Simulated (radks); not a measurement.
Task: Neutral potassium, [Ar] 4s1. All-electron calculation, non-relativistic Kohn-Sham, exchange-only LDA, spin-polarised, spherical densities, point nucleus. Program: a radial shooting solver on a logarithmic mesh with Libxc functionals. Every spin shell is full or empty, so the densities are truly spherical. Functionals are evaluated on that one density, not self-consistently. Rank these exchange functionals by their error against the exact value of the orbitals, and give that value: LDA, PBE, OPTX, SOGGA, G96, EV93, TPSS, TASK.

Result: Exact: -32.5582 hartree. From best to worst, with 100 (|E| - |E exact|)/|E exact| (equal figures are ties): G96 +0.12, OPTX +0.12, TPSS +0.18, PBE -0.51, EV93 +0.92, TASK -2.98, SOGGA -3.34, LDA -7.47.
